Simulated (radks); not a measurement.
Valence configurations of B+ (all share [He]). Method: non-relativistic Kohn-Sham, LDA (Slater exchange, Perdew-Wang correlation), spin-polarised, spherical densities, point nucleus; open shells are filled with parallel spins first; computed with a radial shooting solver on a logarithmic mesh with Libxc functionals. Energies are relative to 2s2; eigenvalues in eV for spin up.

[
 {"valence": "2s2", "E (eV)": "0.000", "moment (Bohr magnetons)": "0", "e(2p)": "-", "e(2s)": "-19.405"},
 {"valence": "2s1.5 2p0.5", "E (eV)": "2.553", "moment (Bohr magnetons)": "1", "e(2p)": "-14.157", "e(2s)": "-20.139"},
 {"valence": "2s1 2p1", "E (eV)": "4.162", "moment (Bohr magnetons)": "2", "e(2p)": "-14.577", "e(2s)": "-20.590"},
 {"valence": "2s0.5 2p1.5", "E (eV)": "7.164", "moment (Bohr magnetons)": "2", "e(2p)": "-14.596", "e(2s)": "-20.592"},
 {"valence": "2p2", "E (eV)": "10.157", "moment (Bohr magnetons)": "2", "e(2p)": "-14.612", "e(2s)": "-"}
]

NIST lists [He] 2s2 as the ground configuration; this level of theory agrees among the configurations tried. The energies are those of spherical high-spin densities, not of single terms.
